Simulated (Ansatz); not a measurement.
Basis-set series for C$_{3}$H$_{7}$BO, SMILES `BC1(C)CO1`. Total charge 0; spin multiplicity 1. All single points use the PBE0-D4/def2-TZVP geometry.

```csv
functional,basis,functions,energy (Eh),HOMO (eV),LUMO (eV)
PBE0-D4,def2-SVP,105,-218.11805,-7.69,-1.38
PBE0-D4,def2-QZVPP,495,-218.37659,-7.84,-1.50
ωB97M-V,def2-SVP,105,-218.26216,-10.09,0.65
ωB97M-V,def2-QZVPP,495,-218.53215,-10.24,0.31
```

Give the rows for def2-TZVPP. (An estimate is asked.)

Ansatz gave: 
| functional | basis | functions | energy (Eh) | HOMO (eV) | LUMO (eV) |
| --- | --- | --- | --- | --- | --- |
| PBE0-D4 | def2-TZVPP | 253 | -218.36421 | -7.82 | -1.48 |
| ωB97M-V | def2-TZVPP | 253 | -218.52028 | -10.22 | 0.41 |

Positive LUMOs are unbound and depend on the basis.
